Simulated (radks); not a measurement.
Values are calculated unless marked as measured or tabulated.
Spherical quantum dot in the effective-mass picture: electrons in a hard-walled sphere of radius 1.27, all in effective atomic units (hartree* = m*/eps^2 hartree, bohr* = eps/m* bohr), one dielectric constant everywhere. Level of theory: non-relativistic Kohn-Sham, PBE, spin-polarised, spherical densities (a radial shooting solver with Libxc functionals). Levels are named by radial order and angular momentum (1s, 1p, 1d, 2s, ...), and open shells are averaged over m. Results are scaled to m* = 0.107 and eps = 16.8, for which hartree* = 10.32 meV and bohr* = 8.309 nm.

N = 11, configuration 1s2 1p6 1d(up 3, down 0). This is the lowest configuration that the search found. Occupied and some empty levels:

level,occupation,eigenvalue (meV),<r> (nm)
1s up,1,154.23,5.862
1s down,1,155.90,5.823
1p up,3,180.68,6.587
1p down,3,182.75,6.570
1d up,3,217.90,7.054
1d down,0,220.19,7.047
2s up,0,249.96,5.069
2s down,0,250.94,5.086
1f up,0,264.60,7.393
1f down,0,267.00,7.390
2p up,0,312.26,5.624
2p down,0,313.48,5.627

Energy (meV): total 1377.91, kinetic 784.53, external 0, Hartree 712.43, exchange-correlation -119.05.
